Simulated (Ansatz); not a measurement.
`O[SiH](F)[SiH2]Br` + `N[SiH](O)Cl` → `O[Si@H](F)N[Si@H](O)Cl` + `[SiH3]Br`  (cleavage of the Si–Si bond)

Program: Ansatz. Geometries: PBE0-D4/def2-TZVP. ΔE: electronic, gas phase. CBS: MP2 limit from def2 TZ/QZ plus the TZ coupled-cluster correction, frozen cores. Functionals use def2-TZVPP. For Br outer-core shells are correlated without core-valence functions, which leaves a few kJ/mol of doubt a bond. Scalar relativity is left out up to krypton. One conformer a species, not always the lowest.

```tsv
level	ΔE (kcal/mol)
ωB97X-V	-22.7
ωB97M-V	-24.3
```

(1) What does CCSD(T)/CBS give? (Best estimate.)

Largest T1 diagnostic among the species: 0.011.

Results:

(1) Ansatz gave: -23.5 kcal/mol. The listed levels differ from it by 0.8, -0.8 kcal/mol.

In def2-TZVPP, CCSD(T) changes the Hartree–Fock value by +2.3 kcal/mol (the triples alone add +0.3 kcal/mol) and MP2 by +1.1 kcal/mol. The D4 term adds −0.7 kcal/mol with B3LYP and −0.4 kcal/mol with PBE0; it sums over pairs of atoms, weighted by their polarisabilities, and B3LYP, whose exchange is more repulsive, gets the larger term.

B3LYP here is the variant with VWN-RPA as its local correlation; programs differ in this.
